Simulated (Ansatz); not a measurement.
Reaction (SMILES): BN (BH2-NH2) → B atom + 4 H atom + N atom
B3LYP-D3(BJ)/def2-TZVP geometries, fixed; electronic energies without zero-point terms.

Basis-set convergence of the atomisation energy at B2PLYP with Ansatz (a program for electronic structure). Cartesian d functions, on some or all atoms, in 6-31G*, 6-31+G*; all else is spherical. Cores are frozen. Open shells are unrestricted. No added dispersion term, no relativity. Functions are those of the species that has most. Reference: the value in aug-pcseg-3, 504.77 kcal/mol, itself unsure by roughly 0.43 kcal/mol (its mean distance from aug-cc-pVQZ, cc-pV5Z, def2-QZVPPD). Deviations are taken from unrounded values.

| basis | functions | atomisation energy (kcal/mol) |
|---|---|---|
| 6-31G* | 38 | 486.17 |
| 6-31+G* | 46 | 486.11 |
| cc-pVDZ | 48 | 485.55 |
| aug-cc-pVDZ | 82 | 488.99 |
| def2-SVP | 48 | 496.44 |
| def2-SVPD | 72 | 501.84 |
| pcseg-1 | 48 | 490.27 |
| aug-pcseg-1 | 82 | 493.46 |
| 6-311G** | 60 | 493.84 |
| 6-311+G** | 68 | 494.18 |
| def2-TZVP | 86 | 498.14 |
| def2-TZVPD | 110 | 498.74 |
| cc-pVTZ | 116 | 500.95 |
| aug-cc-pVTZ | 184 | 501.60 |
| pcseg-2 | 116 | 502.49 |
| aug-pcseg-2 | 184 | 503.02 |
| def2-TZVPP | 118 | 501.46 |
| def2-TZVPPD | 142 | 501.77 |
| cc-pVQZ | 230 | 504.09 |
| aug-cc-pVQZ | 344 | 504.38 |
| def2-QZVPP | 234 | 504.01 |
| def2-QZVPPD | 258 | 504.06 |
| pcseg-3 | 252 | 504.68 |
| aug-pcseg-3 | 366 | 504.77 |

What the diffuse functions change, pair by pair:
- 6-31G* to 6-31+G*: 8 more functions, deviation -18.60 to -18.66 kcal/mol
- cc-pVDZ to aug-cc-pVDZ: 34 more functions, deviation -19.22 to -15.78 kcal/mol
- def2-SVP to def2-SVPD: 24 more functions, deviation -8.33 to -2.93 kcal/mol
- pcseg-1 to aug-pcseg-1: 34 more functions, deviation -14.50 to -11.31 kcal/mol
- 6-311G** to 6-311+G**: 8 more functions, deviation -10.93 to -10.59 kcal/mol
- def2-TZVP to def2-TZVPD: 24 more functions, deviation -6.63 to -6.03 kcal/mol
- cc-pVTZ to aug-cc-pVTZ: 68 more functions, deviation -3.82 to -3.17 kcal/mol
- pcseg-2 to aug-pcseg-2: 68 more functions, deviation -2.28 to -1.75 kcal/mol
- def2-TZVPP to def2-TZVPPD: 24 more functions, deviation -3.31 to -3.00 kcal/mol
- cc-pVQZ to aug-cc-pVQZ: 114 more functions, deviation -0.68 to -0.39 kcal/mol
- def2-QZVPP to def2-QZVPPD: 24 more functions, deviation -0.76 to -0.71 kcal/mol
- pcseg-3 to aug-pcseg-3: 114 more functions, deviation -0.09 to 0.00 kcal/mol

Leaving out the reference's own pair, they bring the value nearer the reference by more than 0.43 kcal/mol in 6 of 11 pairs.
